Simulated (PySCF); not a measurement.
Method: PBE-D3(BJ)/def2-TZVP // CAM-B3LYP-D3(BJ)/def2-SVP (PySCF). Isolated molecules, 0 K electronic values unless said otherwise. 

Reference species (SMILES): `[NH2+]1[GaH2-][NH2+][GaH2-]1` (neutral, multiplicity 1).

- HOMO–LUMO gap: 5.63 eV
- HOMO: -6.56 eV
- LUMO: -0.92 eV
- S1 oscillator strength: 0.000

After one change: the HOMO–LUMO gap decreases by 1.67 eV; the HOMO increases by 0.65 eV; the LUMO falls by 1.03 eV; the S1 oscillator strength is nearly the same.

Task: Which change was made? The new species is one of these.
A. `[BH2-]1[SeH+][BH2-][SeH+]1`
B. `[InH2-]1[SbH2+][InH2-][SbH2+]1`
C. `[SeH+]1[InH2-][SeH+][InH2-]1`
D. `[AlH2-]1[SH+][AlH2-][SH+]1`

Result: B, `[InH2-]1[SbH2+][InH2-][SbH2+]1`
